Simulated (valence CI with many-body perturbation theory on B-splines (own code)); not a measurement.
The numbers below are computed, except where a source is named.
**Sensitivity of CI+MBPT for Xe13+**

Level of theory: relativistic CI+MBPT: five valence electrons over a frozen Dirac-Fock core [Kr], a basis of 6 s, 6 p, 5 d, 5 f, 1 g functions for each j, with the one-electron correlation potential Σ1 (screened to all orders), the two-electron term Σ2, the three-electron term Σ3, Breit, model QED; selected single and double excitations, second order for the rest, scaled by the run's own slope (own B-spline code, finite nucleus).

No measured levels were compared; by estimate terms of the open shell hold to 2 to 4 % of their energy, and close levels can change places. Among the levels kept, up to 400 cm⁻¹ of a level comes from second order outside the variational space, and about a tenth of that is noise between levels of different J, which matters for small intervals. Only levels of the ground parity were solved; by the run's estimate the other parity begins above the list, which can be wrong where configurations are misplaced.

The reference run has the lowest level 4d5 6S_5/2 and an ionisation energy of 314.626 eV. Its largest variational space holds 9993 state functions.

Names give the largest LS component (configuration and term), which can be under half, so a name can repeat, a term be missing and a line seem to break the LS rules; names also repeat where a configuration has a term twice. Letters in brackets count levels of one name in rising energy.

Changed runs:
A. size limit of the variational space 10000 → 3000; second order for the rest on → off
B. highest l in the core sums 6 → 5
C. correlating orbitals by l 3 3 3 3 1 → 4 4 0 0 0; size limit of the variational space 10000 → 1500
D. correlating orbitals by l 3 3 3 3 1 → 0 0 0 0 0 (bad on purpose)

Excitation energies of the reference run in cm⁻¹, and shifts in cm⁻¹:

```
                 Level  Reference       A       B       C       D
        4d5 4G_5/2 [a]      35497    +736    -4.8   +1943   +1891
            4d5 4G_7/2      43474    +567    -0.1   +1800   +1681
           4d5 4G_11/2      45230     +31    +1.8   +1716   +1580
            4d5 4D_3/2      45917    +215    -2.3   +1954   +1955
        4d5 4G_5/2 [b]      46336    +586    +0.9   +1745   +1676
            4d5 4G_9/2      46854    +285    +2.2   +1709   +1568
            4d5 4P_1/2      51350    -206       0   +2180   +2198
            4d5 4D_7/2      56157    +565    +1.6   +2067   +1982
            4d5 4D_5/2      61084    +809    +1.1   +2259   +2242
            4d5 4D_1/2      63788    -207    +4.2   +2295   +2272
           4d5 2I_11/2      65156    +189    +5.6   +2197   +1949
            4d5 4P_3/2      66687    +251    +4.4   +2030   +2032
Ionisation energy (eV)    314.626  -0.129  +0.052  +0.134  +0.153
```
